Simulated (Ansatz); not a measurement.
Problem. Name a neutral molecule of Br, C, Si and H with HOMO–LUMO gap (B3LYP/def2-TZVPP) between 7.90 and 8.20 eV and HOMO energy (PBE0/def2-TZVPP) between -8.45 and -8.15 eV (Ansatz, PBE0-D4/def2-TZVP geometry).

Solution. `C[SiH2]Br` (7.92 eV, -8.26 eV). Other molecules can fit too; these were computed, each in one conformer that needn't be the lowest.

B3LYP here is the variant with VWN-RPA as its local correlation; programs differ in this.
